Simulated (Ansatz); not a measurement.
`CO[CH2][AlH2]` and `[BH2][AlH][CH2]OC` differ in one atom or group.

Ansatz, PBE0-D4/def2-TZVP geometries, multiplicity 1. Each molecule was computed in one conformer, which needn't be the lowest.

```csv
property,`CO[CH2][AlH2]`
HOMO–LUMO gap (PBE/def2-TZVPP) / eV,3.73
LUMO energy (ωB97M-V/def2-TZVPP) / eV,0.22
size of the dipole moment (PBE/def2-TZVPP) / D,1.32
HOMO–LUMO gap (PBE0/def2-TZVPP) / eV,6.09
LUMO energy (PBE0/def2-TZVPP) / eV,-1.35
"ideal-gas entropy at 298 K and 1 bar (rigid rotor, harmonic PBE0-D4/def2-TZVP) / J/(mol·K)",331
```

Q: Give the same properties after the change, and the shifts. (An estimate is asked.)

A: The calculation gave: 
| property | `[BH2][AlH][CH2]OC` | shift |
| --- | --- | --- |
| HOMO–LUMO gap (PBE/def2-TZVPP) / eV | 3.02 | -0.71 |
| LUMO energy (ωB97M-V/def2-TZVPP) / eV | 0.31 | 0.09 |
| size of the dipole moment (PBE/def2-TZVPP) / D | 1.25 | -0.07 |
| HOMO–LUMO gap (PBE0/def2-TZVPP) / eV | 5.08 | -1.01 |
| LUMO energy (PBE0/def2-TZVPP) / eV | -1.60 | -0.25 |
| ideal-gas entropy at 298 K and 1 bar (rigid rotor, harmonic PBE0-D4/def2-TZVP) / J/(mol·K) | 349 | 18 |

With PBE0 the HOMO rises by 0.76 eV and the LUMO falls by 0.25 eV, so the gap narrows by about 1.01 eV. PBE moves the HOMO by 0.35 eV and ωB97M-V by 1.00 eV. The zero-point energy changes by 35.1 kJ/mol with +6 modes. Dipoles are sizes alone; their direction can turn.
